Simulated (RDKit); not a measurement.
RDKit input (UFF):

```python
from rdkit import Chem
from rdkit.Chem import AllChem, rdDetermineBonds

mol = Chem.MolFromXYZFile('mol.xyz')
rdDetermineBonds.DetermineBonds(mol, charge=0)
print('SMILES', Chem.MolToSmiles(Chem.RemoveHs(mol)))
ff = AllChem.UFFGetMoleculeForceField(mol)
e0 = ff.CalcEnergy()
flag = ff.Minimize(maxIts=5000, forceTol=1e-5)
print(f'energy {e0:.4f} -> {ff.CalcEnergy():.4f} kcal/mol, converged: {flag == 0}')
print(Chem.MolToXYZBlock(mol))
```
mol.xyz:
```
16

O     -3.57775600    -0.22719100     0.74756500
C     -3.23823000    -0.15243400    -0.63426000
C     -1.85295800    -0.70806800    -0.94101200
C     -0.73060000     0.05207600    -0.23382400
C      0.63246500    -0.56833000    -0.48992400
Se     2.13638400     0.41739300     0.33335700
H     -3.63875200    -1.15568500     0.99722400
H     -3.28087100     0.90940800    -0.88422100
H     -3.99082800    -0.66553500    -1.24472300
H     -1.70003400    -0.67765100    -2.02537000
H     -1.82277000    -1.76735000    -0.65769200
H     -0.93250000     0.07263300     0.83881700
H     -0.72588100     1.09306100    -0.56706100
H      0.67889600    -1.59817500    -0.13910700
H      0.87639900    -0.56948400    -1.55329500
H      1.65725700     0.24549600     1.71487700
```

Output:

```
SMILES OCCCC[SeH]
energy 8.3550 -> 3.3521 kcal/mol, converged: True
16

O     -3.517565   -0.191424    0.746541
C     -3.215903   -0.145776   -0.622294
C     -1.832246   -0.743643   -0.898730
C     -0.717907    0.066775   -0.224065
C      0.655861   -0.526784   -0.533649
Se     2.055509    0.526190    0.320202
H     -3.737992   -1.136231    0.957416
H     -3.242104    0.911519   -0.962251
H     -3.985607   -0.703130   -1.202930
H     -1.665781   -0.754281   -1.998150
H     -1.807347   -1.794553   -0.535737
H     -0.872647    0.068489    0.876774
H     -0.750193    1.116973   -0.588202
H      0.716196   -1.571375   -0.160139
H      0.833513   -0.524190   -1.630219
H      1.574434    0.101604    1.716785
```

The geometry given is a B3LYP-D3(BJ)/def2-TZVP minimum.
